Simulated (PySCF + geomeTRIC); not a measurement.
Species: CH₂OS, SMILES `O=CS` (O–C–S–H torsion 180°) (charge 0, multiplicity 1).

### Question
Give a relaxed geometry from PySCF + geomeTRIC with B3LYP-D3(BJ)/def2-TZVP.

### Answer
This is not unique; one that fits is the end point of this relaxation, one of several conformers (outside a Z-matrix the atoms follow the SMILES, hydrogens last).
Cartesian coordinates (Å) in one orientation:
```xyz
5

O     -1.487    -0.884     0.032
C     -0.528    -0.198    -0.165
S      0.858    -0.128     0.956
H     -0.412     0.450    -1.051
H      1.563     0.758     0.232
```
